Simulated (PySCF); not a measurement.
Si(CF3)(H)2(Me) (C2H5F3Si), SMILES [SiH2](C(F)(F)F)C. Geometry optimised at PBE-D3(BJ)/def2-SVP.

Computed equilibrium geometry at PBE-D3(BJ)/def2-SVP (PySCF confirms it by a frequency run) as bond lengths and angles, and its point group:
point group Cs.
Atoms: Si1 C2 C3 F4 F5 F6 H7 H8 H9 H10 H11. Bonds (Å): Si1–C2 1.880, Si1–C3 1.942, Si1–H7 1.501, Si1–H8 1.501, C2–H9 1.108, C2–H10 1.108, C2–H11 1.108, C3–F4 1.358, C3–F5 1.363, C3–F6 1.363. Bond angles (°): C2–Si1–C3 107.8, C2–Si1–H7 112.6, C2–Si1–H8 112.6, C3–Si1–H7 106.7, C3–Si1–H8 106.7, H7–Si1–H8 110.0, Si1–C2–H9 110.2, Si1–C2–H10 110.2, Si1–C2–H11 111.3, H9–C2–H10 108.3, H9–C2–H11 108.4, H10–C2–H11 108.4, Si1–C3–F4 112.8, Si1–C3–F5 111.2, Si1–C3–F6 111.2, F4–C3–F5 107.2, F4–C3–F6 107.2, F5–C3–F6 106.9.
